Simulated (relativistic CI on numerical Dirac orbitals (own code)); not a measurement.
## Hyperfine structure of Au XLVI, mass number 197

Computed by Dirac-Coulomb-Breit CI, KLI orbitals optimised for each configuration, model QED (radiative potential, 1s self-energy scaled to tabulated hydrogen-like ionisation energies), unscaled Slater integrals (own radial code, finite nucleus).

CI space (outside the closed core [Ar] 3d10): 4s2 4p4, 4s 4p5, 4s2 4p3 4d, 4p6, 4s 4p4 4d, 4s2 4p3 4f, 4s 4p4 4f, 4p5 4d, 4s 4p3 4d2, 4s2 4p2 4d 4f, 4p5 4f, 4p4 4d2, 4p3 4d3, 4p3 4d2 4f. Double excitations out of closed p, d and f shells are left out; levels of such configurations are missing from the list, as are those of other unlisted configurations, and high levels can miss mixing partners.

Nuclear spin I = 3/2, μ = 0.1452 μN, Q = 0.547 b (tables of Stone and Pyykkö). The electronic factors are computed for point nuclear moments, without core polarisation or the Bohr-Weisskopf and QED corrections.

| Level | E (eV) | A (MHz) | B (MHz) |
| --- | --- | --- | --- |
| 4s2 4p4 3P_2 | 0.000 | 7344 | 8110 |
| 4s2 4p4 3P_1 | 131.673 | -8677 | -42600 |
| 4s2 4p4 1D_2 | 136.762 | 23630 | -93300 |
| 4s 4p5 3P°_2 | 246.671 | 53340 | -81400 |

Levels with J = 0, under 50 % of one LS term, or S terms without an open s electron are left out. Small factors come from cancelling terms and can be off by tens of per cent or more.

At this charge energies of transitions that change n are usually good to better than 1 %, and those within a shell (Δn = 0) to a few per cent.

Problem. Give the hyperfine levels of 4s2 4p4 3P_1 relative to its centre of gravity.

Solution. With K = F(F + 1) − I(I + 1) − J(J + 1), E = AK/2 + B[¾K(K + 1) − I(I + 1)J(J + 1)]/[2I(2I − 1)J(2J − 1)]: F = 1/2: -31580, F = 3/2: 51290, F = 5/2: -23670 MHz.

LS names give the leading component of a level, which can be under half, so a name can repeat, a term be missing and a line seem to break the LS rules.
